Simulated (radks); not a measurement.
All-electron atom: Fe9+ in [Ne] 3s2 3p5 (the NIST ground configuration). All-electron calculation, scalar-relativistic Kohn-Sham, LDA (Slater exchange, VWN5 correlation), spin-polarised, spherical densities, finite nucleus; open shells are filled with parallel spins first; Fermi nuclear charge, rms radius 3.7377 fm. Program: a radial shooting solver on a logarithmic mesh with Libxc functionals.

Normalised radial functions P(r) = r R(r), r in bohr:

| r | 2s down | 3s down |
|---|---|---|
| 0.003055 | 0.2352 | 0.1000 |
| 0.003821 | 0.2871 | 0.1220 |
| 0.004781 | 0.3486 | 0.1482 |
| 0.006029 | 0.4232 | 0.1798 |
| 0.007543 | 0.5059 | 0.2149 |
| 0.009437 | 0.5982 | 0.2540 |
| 0.0119 | 0.7010 | 0.2975 |
| 0.01489 | 0.8017 | 0.3399 |
| 0.01863 | 0.8948 | 0.3787 |
| 0.02349 | 0.9685 | 0.4087 |
| 0.02939 | 0.9976 | 0.4189 |
| 0.03706 | 0.9575 | 0.3982 |
| 0.04637 | 0.8222 | 0.3353 |
| 0.05801 | 0.5665 | 0.2192 |
| 0.07316 | 0.1611 | 0.0379 |
| 0.09153 | -0.3525 | -0.1872 |
| 0.1145 | -0.9340 | -0.4313 |
| 0.1444 | -1.5065 | -0.6447 |
| 0.1807 | -1.9041 | -0.7342 |
| 0.226 | -2.0378 | -0.6327 |
| 0.285 | -1.8523 | -0.2870 |
| 0.3566 | -1.4244 | 0.2347 |
| 0.4461 | -0.9059 | 0.7995 |
| 0.5626 | -0.4482 | 1.2213 |
| 0.7039 | -0.1730 | 1.3141 |
| 0.8806 | -0.0482 | 1.0896 |
| 1.111 | -0.0084 | 0.6818 |
| 1.389 | -0.0009 | 0.3222 |
| 1.738 | -0.0001 | 0.1077 |
| 2.192 | 0.0000 | 0.0223 |

2s down: eigenvalue -1039.7 eV, 1 radial node at r = 0.0789 bohr, <r> = 0.267 bohr, 90 % of the charge inside 0.413 bohr. 3s down: eigenvalue -283.66 eV, 2 radial nodes at r = 0.0762, 0.325 bohr, <r> = 0.737 bohr, 90 % of the charge inside 1.08 bohr.
